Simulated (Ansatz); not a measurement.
Input for Ansatz (a first-principles code): U-CCSD(T)/cc-pVDZ on Se2, 2S+1 = 3, a point of a bond scan (R = 8.753 Å). The run froze 28 orbitals, filled d shells among them.

Ansatz 0.2 input:
```yaml
crystal:
  periodic: [false, false, false]
  atoms:
    - {symbol: Se, position_ang: [-0.00000000, -0.00000000, -1.09408457]}
    - {symbol: Se, position_ang: [0.00000000, 0.00000000, 7.65859199]}
basis:
  gaussian:
    orbitals: cc-pVDZ
magnetization: {spin_polarized: true, initial_magnetization: 2}
correlation: {method: ccsd_t, electrons: outside_noble_gas}
scf: {omitted_lower_state_checks: [cluster_reference]}
```

The log:

```
WARN ansatz: RAYON_NUM_THREADS=1 ignored (pool sized by the plan → 1); use --threads N
Functional definition: HF
these checks for a lower state are left out or cut short: cluster_reference
integrals: 0.04 GiB planned
658 factors; integrals over basis functions are off by at most 1.7e-5 eV
mean field: 0.24 GiB planned
mean field evaluation 1: about -130596.3051 eV, gradient 1.2e1 eV
mean field evaluation 2: about -130596.3053 eV, gradient 1.2e1 eV
mean field evaluation 4: about -130599.6573 eV, gradient 7.6e0 eV
mean field evaluation 8: about -130601.5016 eV, gradient 1.3e-1 eV
mean field evaluation 16: about -130602.8001 eV, gradient 1.9e0 eV
mean field evaluation 32: about -130595.2618 eV, gradient 1.3e1 eV
mean field evaluation 64: about -130592.7651 eV, gradient 2.0e1 eV
mean field evaluation 96: about -130598.8562 eV, gradient 2.4e-5 eV
mean field evaluation 128: about -130598.8434 eV, gradient 9.7e-3 eV
mean field evaluation 160: about -130597.3901 eV, gradient 1.2e1 eV
mean field evaluation 192: about -130599.5669 eV, gradient 4.5e0 eV
mean field evaluation 224: about -130599.5562 eV, gradient 4.5e0 eV
mean field evaluation 256: about -130603.1002 eV, gradient 4.8e-1 eV
mean field evaluation 288: about -130603.1026 eV, gradient 1.2e-3 eV
mean field evaluation 320: about -130603.1026 eV, gradient 1.2e-3 eV
mean field evaluation 352: about -130603.0869 eV, gradient 1.3e0 eV
mean field evaluation 384: about -130603.1020 eV, gradient 9.4e-3 eV
mean field evaluation 416: about -130603.1021 eV, gradient 3.3e-4 eV
mean field evaluation 448: about -130603.1001 eV, gradient 2.9e-1 eV
mean field evaluation 480: about -130603.1016 eV, gradient 6.3e-4 eV
mean field evaluation 512: about -130601.5032 eV, gradient 2.5e-2 eV
mean field evaluation 544: about -130603.1026 eV, gradient 6.3e-2 eV
mean field evaluation 576: about -130603.1027 eV, gradient 4.0e-4 eV
mean field evaluation 608: about -130603.0892 eV, gradient 1.2e0 eV
mean field evaluation 640: about -130603.1021 eV, gradient 2.1e-3 eV
mean field evaluation 672: about -130603.1027 eV, gradient 1.9e-4 eV
mean field -130603.10265476 eV, -4799.5754966000 hartree, gradient 6.9e-11 eV, S^2 3.024373; 44 other end points of the search recorded, 0 dependent functions left out
28 core orbitals not correlated
reference -130603.10265476 eV, -4799.5754966000 hartree; 7, 5 occupied and 19, 21 virtual orbitals, 658 factors
second order -3.77492084 eV of doubles, -0.00000000 eV of singles
coupled cluster: 0.08 GiB planned
cycle   1  -4.45622877 eV  change   -6.8e-1 eV  update   5.8e-2
cycle   2  -4.67684877 eV  change   -2.2e-1 eV  update   2.8e-2
cycle   3  -4.71315161 eV  change   -3.6e-2 eV  update   1.9e-2
cycle   4  -4.80193575 eV  change   -8.9e-2 eV  update   1.6e-2
cycle   5  -4.80759639 eV  change   -5.7e-3 eV  update   3.5e-3
cycle   6  -4.81316446 eV  change   -5.6e-3 eV  update   7.0e-4
cycle   7  -4.81147107 eV  change    1.7e-3 eV  update   1.7e-4
cycle   8  -4.81211351 eV  change   -6.4e-4 eV  update   6.7e-5
cycle   9  -4.81193191 eV  change    1.8e-4 eV  update   2.1e-5
cycle  10  -4.81200757 eV  change   -7.6e-5 eV  update   1.0e-5
cycle  11  -4.81196643 eV  change    4.1e-5 eV  update   7.7e-6
cycle  12  -4.81197336 eV  change   -6.9e-6 eV  update   3.6e-6
coupled cluster: 0.08 GiB planned
perturbative correction -0.16092068 eV, -0.0059137260 hartree
WARN: the results are in doubt because among natural orbitals full CI differs from the method by -0.218 eV
Total energy: -130608.07554880 eV, -4799.7582470853 hartree
In doubt: among natural orbitals full CI differs from the method by -0.218 eV
Checks for a lower state left out: cluster_reference
```

The calculation finished and met its thresholds. Its determinant has ⟨S²⟩ = 3.02, a mixture of spin states.

Warnings raised: large difference.

Cost: around 70 core-seconds (rough).
